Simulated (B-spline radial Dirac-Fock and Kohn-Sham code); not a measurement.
Photoabsorption cross section of Tl⁷⁺ by shell

System: thallium as Tl⁷⁺, configuration [Xe] 4f14 5d6.

Calculated with a radial B-spline solver, using the independent-particle Dirac-Slater model, thresholds from Dirac-Fock.

Computed thresholds (eV): K 85643.1, L1 15470.7, L2 14816.5, L3 12774.4, M1 3829.2, M2 3537.4, M3 3078.5, M4 2603.0, M5 2506.7, N1 969.8, N2 843.8, N3 731.5, N4 525.6, N5 504.6, N6 237.0, N7 232.6, O1 250.9, O2 205.1, O3 183.5, O4 119.3, O5 116.4.

| photon energy (eV) | total (b) | K (%) | L (%) | M (%) | N (%) | O (%) |
| --- | --- | --- | --- | --- | --- | --- |
| 119 | 495300 | – | – | – | – | 100.0 |
| 126 | 694400 | – | – | – | – | 100.0 |
| 504 | 3.872e+06 | – | – | – | 93.9 | 6.1 |
| 981 | 1.762e+06 | – | – | – | 93.7 | 6.3 |
| 1450 | 822800 | – | – | – | 92.5 | 7.5 |
| 2410 | 276400 | – | – | – | 90.8 | 9.2 |
| 2590 | 636200 | – | – | 63.1 | 33.4 | 3.5 |
| 3260 | 606100 | – | – | 77.2 | 20.5 | 2.4 |
| 6300 | 134300 | – | – | 78.8 | 18.6 | 2.6 |
| 6350 | 131600 | – | – | 78.8 | 18.6 | 2.6 |
| 12400 | 23610 | – | – | 78.1 | 18.8 | 3.1 |
| 28700 | 10630 | – | 76.2 | 18.4 | 4.5 | 0.9 |
| 30200 | 9282 | – | 76.2 | 18.4 | 4.5 | 0.9 |
| 31200 | 8509 | – | 76.2 | 18.4 | 4.5 | 0.9 |
| 31600 | 8224 | – | 76.2 | 18.4 | 4.5 | 0.9 |
| 33500 | 7034 | – | 76.3 | 18.3 | 4.5 | 0.9 |
| 46300 | 2934 | – | 76.5 | 18.1 | 4.5 | 0.9 |
| 80100 | 652.7 | – | 76.6 | 18.0 | 4.5 | 0.9 |

Run: 8.6 s of CPU time on 1 thread of Neoverse-N1 (shared host), peak memory 0.38 GiB.
